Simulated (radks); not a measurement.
Values are calculated unless marked as measured or tabulated.
Problem. The mean radii <r> (bohr) of the occupied orbitals of an atom or ion are listed with their occupations. Code: a radial shooting solver on a logarithmic mesh with Libxc functionals. Model: Dirac Kohn-Sham, PBE, spin-unpolarised, spherical densities, finite nucleus; Fermi nuclear charge, rms radius of each element as measured or else 0.836 A^(1/3) + 0.57 fm.

| orbital | occ. | <r> |
|---|---|---|
| 1s1/2 | 2 | 0.05031 |
| 2s1/2 | 2 | 0.2260 |
| 2p1/2 | 2 | 0.1959 |
| 2p3/2 | 4 | 0.1993 |
| 3s1/2 | 2 | 0.6815 |
| 3p1/2 | 2 | 0.7066 |
| 3p3/2 | 4 | 0.7174 |
| 3d3/2 | 4 | 0.8781 |
| 3d5/2 | 6 | 0.8849 |
| 5p1/2 | 0.333333 | 6.903 |
| 5p3/2 | 0.666667 | 6.939 |

Name the element and its charge. Open shells, if any, are shared by 2j + 1.

Solution. Z = 30, zinc, charge +1: Zn+ in [Ar] 3d10 5p1. The 1s radius gives Z: for a bare nucleus <r> = (2 gamma + 1)/(2Z) with gamma = sqrt(1 - (Z/c)^2), 0.04919 bohr for Z = 30, and screening makes it slightly larger (0.05031 here). The occupations add up to 29, and the charge is Z minus that.
